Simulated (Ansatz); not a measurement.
Molecule: sum formula SiHS (charge +1, singlet). It need not be the lowest isomer of its formula. 
Geometry from a B3LYP-D3(BJ)/def2-TZVP (Ansatz, an electronic-structure program) optimisation:
```xyz
3

Si     0.9711    -0.5809     0.0183
S     -0.7579     0.5467    -0.0113
H     -1.4692    -0.6142    -0.0767
```
Charge +1, spin multiplicity 1.

Basis-set convergence of Hartree-Fock and CCSD correlation energies (hartree) with Ansatz. Valence correlation only, unless marked. Spin-orbit coupling is left out. Non-relativistic.

```csv
basis,functions,E(HF),"E(corr, CCSD)"
cc-pV(D+d)Z,51,-686.76490,-0.22955
cc-pV(T+d)Z,92,-686.79046,-0.27875
cc-pV(Q+d)Z,158,-686.79626,-0.29519
cc-pV(5+d)Z,255,-686.79735,-0.30085
```

Extrapolating the two largest sets (X = 4 and 5) as X^-3: E(corr) = (125·(-0.30085) - 64·(-0.29519))/61 = -0.3068 Eh, an estimate of the basis-set limit. The largest set recovers 98.1 % of it, the smallest 74.8 %.
